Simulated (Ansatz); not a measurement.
All values below come from PBE-D3(BJ)/def2-TZVP (Ansatz, an electronic-structure program). No frequencies were computed at this level.

Ansatz 0.2 input:
```yaml
crystal:
  periodic: [false, false, false]
  atoms:
    - { symbol: C, position_ang: [1.419756, -1.076434, 0.228372] }
    - { symbol: C, position_ang: [0.132362, -0.773267, 0.322359] }
    - { symbol: C, position_ang: [-0.511252, 0.435294, -0.165397] }
    - { symbol: C, position_ang: [-1.833032, 0.534942, -0.308717] }
    - { symbol: Se, position_ang: [0.56348, 1.949782, -0.697263] }
    - { symbol: H, position_ang: [1.806963, -2.009189, 0.599968] }
    - { symbol: H, position_ang: [2.1338, -0.417307, -0.241103] }
    - { symbol: H, position_ang: [-0.555741, -1.477183, 0.774242] }
    - { symbol: H, position_ang: [-2.486762, -0.289227, -0.074998] }
    - { symbol: H, position_ang: [-2.299093, 1.430957, -0.684255] }
    - { symbol: H, position_ang: [1.62952, 1.691634, 0.246794] }
basis:
  gaussian: { orbitals: def2-tzvp }
hamiltonian:
  xc: pbe
  dispersion: d3bj
relax:
  max_steps: 150
```

Output:

```
Functional definition: PBE
1371 factors; their error is unknown
mean field evaluation 1: about -69544.1131 eV, gradient 1.1e2 eV
mean field evaluation 2: about -69146.0524 eV, gradient 3.6e2 eV
mean field evaluation 4: about -69575.3518 eV, gradient 4.2e1 eV
mean field evaluation 8: about -69580.1485 eV, gradient 1.1e0 eV
mean field evaluation 16: about -69580.0893 eV, gradient 6.7e-4 eV
mean field -69580.08932234 eV, -2557.0211195174 hartree, gradient 5.6e-5 eV, S^2 0.000000; 0 other end points of the search recorded, 0 dependent functions left out
reference -69580.08936194 eV, -2557.0211209729 hartree; 32, 32 occupied and 176, 176 virtual orbitals, 1371 factors
relax step   1: F+E_penalty+E_count = -69580.36817073 eV  Δ(F+E_penalty+E_count) = +0.000e0 eV  max|allowed force component| = 6.093e-1 eV/Å  Δτ_max = 0.0000 Å  (34 SCF iters, accepted)
these checks for a lower state are left out or cut short: starts, cluster_reference, orbital_swaps, neighbouring_geometries, increment
1371 factors; their error is unknown
mean field -69580.13595661 eV, -2557.0228332952 hartree, gradient 9.2e-6 eV, S^2 0.000000; 0 other end points of the search recorded, 0 dependent functions left out
reference -69580.13599669 eV, -2557.0228347684 hartree; 32, 32 occupied and 176, 176 virtual orbitals, 1371 factors
relax step   2: F+E_penalty+E_count = -69580.41328275 eV  Δ(F+E_penalty+E_count) = -4.511e-2 eV  max|allowed force component| = 2.222e-1 eV/Å  Δτ_max = 0.0944 Å  (33 SCF iters, accepted)
these checks for a lower state are left out or cut short: starts, cluster_reference, orbital_swaps, neighbouring_geometries, increment
1371 factors; their error is unknown
mean field evaluation 32: about -69580.1440 eV, gradient 5.2e-1 eV
mean field -69580.14445910 eV, -2557.0231457562 hartree, gradient 9.1e-6 eV, S^2 0.000000; 0 other end points of the search recorded, 0 dependent functions left out
reference -69580.14449948 eV, -2557.0231472402 hartree; 32, 32 occupied and 176, 176 virtual orbitals, 1371 factors
relax step   3: F+E_penalty+E_count = -69580.42078787 eV  Δ(F+E_penalty+E_count) = -7.505e-3 eV  max|allowed force component| = 1.411e-1 eV/Å  Δτ_max = 0.0734 Å  (33 SCF iters, accepted)
these checks for a lower state are left out or cut short: starts, cluster_reference, orbital_swaps, neighbouring_geometries, increment
1371 factors; their error is unknown
mean field -69580.14810987 eV, -2557.0232799192 hartree, gradient 2.0e-5 eV, S^2 0.000000; 0 other end points of the search recorded, 0 dependent functions left out
reference -69580.14815031 eV, -2557.0232814054 hartree; 32, 32 occupied and 176, 176 virtual orbitals, 1371 factors
relax step   4: F+E_penalty+E_count = -69580.42462182 eV  Δ(F+E_penalty+E_count) = -3.834e-3 eV  max|allowed force component| = 8.358e-2 eV/Å  Δτ_max = 0.0251 Å  (35 SCF iters, accepted)
these checks for a lower state are left out or cut short: starts, cluster_reference, orbital_swaps, neighbouring_geometries, increment
1371 factors; their error is unknown
mean field -69580.15002344 eV, -2557.0233502420 hartree, gradient 8.7e-6 eV, S^2 0.000000; 0 other end points of the search recorded, 0 dependent functions left out
reference -69580.15006408 eV, -2557.0233517352 hartree; 32, 32 occupied and 176, 176 virtual orbitals, 1371 factors
relax step   5: F+E_penalty+E_count = -69580.42662797 eV  Δ(F+E_penalty+E_count) = -2.006e-3 eV  max|allowed force component| = 4.319e-2 eV/Å  Δτ_max = 0.0295 Å  (34 SCF iters, accepted)
these checks for a lower state are left out or cut short: starts, cluster_reference, orbital_swaps, neighbouring_geometries, increment
1371 factors; their error is unknown
mean field -69580.15109889 eV, -2557.0233897638 hartree, gradient 1.8e-5 eV, S^2 0.000000; 0 other end points of the search recorded, 0 dependent functions left out
reference -69580.15113965 eV, -2557.0233912616 hartree; 32, 32 occupied and 176, 176 virtual orbitals, 1371 factors
relax step   6: F+E_penalty+E_count = -69580.42766835 eV  Δ(F+E_penalty+E_count) = -1.040e-3 eV  max|allowed force component| = 4.125e-2 eV/Å  Δτ_max = 0.0402 Å  (34 SCF iters, accepted)
these checks for a lower state are left out or cut short: starts, cluster_reference, orbital_swaps, neighbouring_geometries, increment
1371 factors; their error is unknown
mean field evaluation 64: about -69580.1513 eV, gradient 9.0e-6 eV
mean field -69580.15128055 eV, -2557.0233964399 hartree, gradient 9.0e-6 eV, S^2 0.000000; 0 other end points of the search recorded, 0 dependent functions left out
reference -69580.15132132 eV, -2557.0233979381 hartree; 32, 32 occupied and 176, 176 virtual orbitals, 1371 factors
relax step   7: F+E_penalty+E_count = -69580.42788287 eV  Δ(F+E_penalty+E_count) = -2.145e-4 eV  max|allowed force component| = 2.457e-2 eV/Å  Δτ_max = 0.0089 Å  (35 SCF iters, accepted)
these checks for a lower state are left out or cut short: starts, cluster_reference, orbital_swaps, neighbouring_geometries, increment
1371 factors; their error is unknown
mean field -69580.15133999 eV, -2557.0233986240 hartree, gradient 9.2e-6 eV, S^2 0.000000; 0 other end points of the search recorded, 0 dependent functions left out
reference -69580.15138075 eV, -2557.0234001219 hartree; 32, 32 occupied and 176, 176 virtual orbitals, 1371 factors
relax step   8: F+E_penalty+E_count = -69580.42789641 eV  Δ(F+E_penalty+E_count) = -1.354e-5 eV  max|allowed force component| = 3.173e-2 eV/Å  Δτ_max = 0.0067 Å  (36 SCF iters, accepted)
these checks for a lower state are left out or cut short: starts, cluster_reference, orbital_swaps, neighbouring_geometries, increment
1371 factors; their error is unknown
mean field -69580.15140185 eV, -2557.0234008976 hartree, gradient 9.2e-6 eV, S^2 0.000000; 0 other end points of the search recorded, 0 dependent functions left out
reference -69580.15144262 eV, -2557.0234023956 hartree; 32, 32 occupied and 176, 176 virtual orbitals, 1371 factors
relax step   9: F+E_penalty+E_count = -69580.42795983 eV  Δ(F+E_penalty+E_count) = -6.343e-5 eV  max|allowed force component| = 5.773e-3 eV/Å  Δτ_max = 0.0044 Å  (36 SCF iters, accepted)
1371 factors; their error is unknown
mean field evaluation 96: about -69580.2128 eV, gradient 1.8e-1 eV
mean field -69580.15140185 eV, -2557.0234008976 hartree, gradient 9.2e-6 eV, S^2 0.000000; 1 other end points of the search recorded, 0 dependent functions left out
reference -69580.15144262 eV, -2557.0234023956 hartree; 32, 32 occupied and 176, 176 virtual orbitals, 1371 factors
Total energy: -69580.42800060 eV, -2557.0335657140 hartree
Atom 0 at     1.439716    -1.100288     0.253521 Å, force    -0.003130     0.000622     0.004800 eV/Å
Atom 1 at     0.132650    -0.798407     0.268049 Å, force     0.001691    -0.001303     0.000178 eV/Å
Atom 2 at    -0.497868     0.430313    -0.198978 Å, force     0.004343    -0.000310     0.002112 eV/Å
Atom 3 at    -1.836667     0.558138    -0.279515 Å, force     0.001199    -0.001718     0.000161 eV/Å
Atom 4 at     0.583234     1.901955    -0.830984 Å, force    -0.003428     0.004765    -0.005773 eV/Å
Atom 5 at     1.795247    -2.056686     0.636448 Å, force     0.003478    -0.000877    -0.000183 eV/Å
Atom 6 at     2.182619    -0.415053    -0.157294 Å, force     0.000126    -0.000231    -0.002065 eV/Å
Atom 7 at    -0.576071    -1.531628     0.670634 Å, force    -0.002371    -0.000081    -0.001805 eV/Å
Atom 8 at    -2.481266    -0.289101    -0.032793 Å, force    -0.001016     0.000304    -0.000161 eV/Å
Atom 9 at    -2.317243     1.482348    -0.597764 Å, force    -0.000699     0.002244     0.000211 eV/Å
Atom 10 at     1.575650     1.818411     0.268677 Å, force    -0.000193    -0.003414     0.002525 eV/Å
Dipole moment:    -0.035540    -0.170403     0.132929 e Å
```

Cost: roughly 100 core-seconds.
